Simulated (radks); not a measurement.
The numbers below are computed, except where a source is named.
How relativity changes the ionisation of the iron ion Fe+ ([Ar] 3d6 4s1) to Fe2+ ([Ar] 3d6). Spin-unpolarised spherical Kohn-Sham, BLYP, point nucleus unless stated (finite: rms radius 3.7377 fm), a radial shooting solver on a logarithmic mesh with Libxc functionals. A level marked "c x" has the speed of light scaled by that factor and shares open shells by 2j + 1; other Dirac levels either fill j = l - 1/2 first or share by 2j + 1.

\begin{tabular}{lrrrrr}
level & E(Fe+) (hartree) & E(Fe2+) (hartree) & IE (eV) & HOMO & <r> HOMO (bohr) \\ \hline
non-rel. & -1263.29822 & -1262.70389 & 16.173 & 4s & 2.736 \\
scalar-rel. & -1272.45305 & -1271.85104 & 16.381 & 4s & 2.707 \\
scalar-rel., finite nucleus & -1272.44890 & -1271.84690 & 16.381 & 4s & 2.707 \\
Dirac, 2j+1 shares & -1272.47886 & -1271.87685 & 16.382 & 4s1/2 & 2.707 \\
Dirac, low j first & -1272.48795 & -1271.88613 & 16.376 & 4s1/2 & 2.708 \\
Dirac, 2j+1 shares, finite nucleus & -1272.47472 & -1271.87271 & 16.381 & 4s1/2 & 2.707 \\
Dirac, c x 0.75 & -1279.85122 & -1279.24296 & 16.552 & 4s1/2 & 2.684 \\
Dirac, c x 0.85 & -1276.09331 & -1275.48825 & 16.465 & 4s1/2 & 2.696 \\
Dirac, c x 10 & -1263.38843 & -1262.79402 & 16.175 & 4s1/2 & 2.736 \\
\end{tabular}

NIST Atomic Spectra Database: 16.199 eV (measured). The relativistic part of the total energy of Fe+ is -9.176 hartree (Dirac, 2j+1 shares, finite nucleus), 0.73 % of the non-relativistic value. Spin polarisation and multiplet splitting of open shells are left out at every level.

Beside tabulated values, note that spin-unpolarised runs miss the spin-polarisation part of the exchange energy of open shells.
